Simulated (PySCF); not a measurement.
Nb(F)4(SH) (F4HNbS), SMILES [F][Nb]([F])([F])([F])[SH], multiplicity 1.

The structure is a stationary point at PBE-D3(BJ)/def2-SVP. The spin state was assumed, not searched. The structure was generated by enumeration; whether it is a known compound was not checked. The def2 effective core potentials stand for the cores of Nb; spin–orbit coupling is left out. Other conformers were not sampled.

Computed with CAM-B3LYP/def2-TZVP (PySCF).

Symmetry labels are those of the subgroup Cs that the program uses (full group Cs).

### Question
List the valence orbital energies around the gap with their symmetry. (Estimate from the structure and the level; the computed values follow.)

### Answer

```csv
orbital,symmetry,energy (eV)
HOMO−7,A',-14.49
HOMO−6,A',-14.26
HOMO−5,A",-14.16
HOMO−4,A',-14.01
HOMO−3,A",-13.80
HOMO−2,A',-13.16
HOMO−1,A',-11.18
HOMO,A",-10.04
LUMO,A',-2.68
LUMO+1,A",-2.10
LUMO+2,A',-1.72
LUMO+3,A",-1.52
```
